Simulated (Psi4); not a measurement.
bromine atom (Br), doublet. Base run: Psi4 with R2SCAN/def2-SVP.

The Psi4 input:
```
memory 2 GB

molecule {
0 2
Br    0.00000000    0.00000000    0.00000000
}

set {
  basis def2-svp
  reference uks
}

energy('r2scan')
print_variables()
```

Each row names what was changed in the base input (with any setting that the change needs).

| change | ΔE vs base (µEh) | SCF cycles | grid points | basis functions |
|---|---|---|---|---|
| base | 0.0 | 9 | 19480 | 32 |
| cholesky_tolerance = 1e-6 (with scf_type cd) | 12.8 | 9 | 19480 | 32 |
| scf_type = mem_df | 0.0 | 9 | 19480 | 32 |
| basis_guess = sto-3g | 0.0 | 7 | 19480 | 32 |
| dft_spherical_points = 974 | 0.5 | 9 | 62336 | 32 |
| guess = sadno | 0.0 | 6 | 19480 | 32 |
| cholesky_tolerance = 1e-3 (with scf_type cd) | -1921 | 9 | 19480 | 32 |
| d_convergence = 1e-4 | 0.0 | 8 | 19480 | 32 |
| e_convergence = 1e-10 | 0.0 | 10 | 19480 | 32 |
| dft_radial_points = 50 | 3916 | 9 | 12986 | 32 |
| dft_radial_scheme = multiexp | 1325 | 9 | 22046 | 32 |
| scf_type = out_of_core | 21.9 | 9 | 19480 | 32 |
| diis_max_vecs = 15 | 0.0 | 9 | 19480 | 32 |

Open shells are given as the SCF converged; they aren't shown to be the lowest states, and a large step between rows can be another state.
